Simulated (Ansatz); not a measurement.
`N#[C][AlH2]` + `OB1CC1` → `[AlH2][O]B1CC1` + `C#N`  (ligand exchange at the Al–C bond)

Gas-phase electronic energies from Ansatz, PBE0-D4/def2-TZVP geometries. CCSD(T)/CBS is the MP2 limit (def2-TZVPP, def2-QZVPP) plus CCSD(T) − MP2 in def2-TZVPP, frozen cores. This one scheme is used for every species. DFT in def2-TZVPP. B3LYP here is the variant with VWN-RPA as its local correlation; programs differ in this. One conformer a species, not always the lowest.

Task: Is it downhill or uphill in electronic energy at CCSD(T)/CBS, and by how much? (An estimate is asked.)

Result: Ansatz gave: Downhill: ΔE = -73.1 kJ/mol.

Task: What do these levels give: PBE-D4, PBE0-D4, ωB97M-V, PBE, r2SCAN, PBE0, B3LYP, HF/def2-TZVPP, MP2/def2-TZVPP, CCSD/def2-TZVPP, SCS-MP2/def2-QZVPP, HF/CBS(def2)? (An estimate is asked.)

Result: The calculation gave: PBE-D4 -67.3, PBE0-D4 -67.9, ωB97M-V -70.3, PBE -65.8, r2SCAN -73.2, PBE0 -66.4, B3LYP -74.2, HF/def2-TZVPP -76.2, MP2/def2-TZVPP -72.6, CCSD/def2-TZVPP -72.5, SCS-MP2/def2-QZVPP -74.6, HF/CBS(def2) -77.8 kJ/mol.

Largest T1 diagnostic among the species: 0.014.

In def2-TZVPP, CCSD(T) changes the Hartree–Fock value by +5.1 kJ/mol (the triples alone add +1.4 kJ/mol) and MP2 by +3.6 kJ/mol.
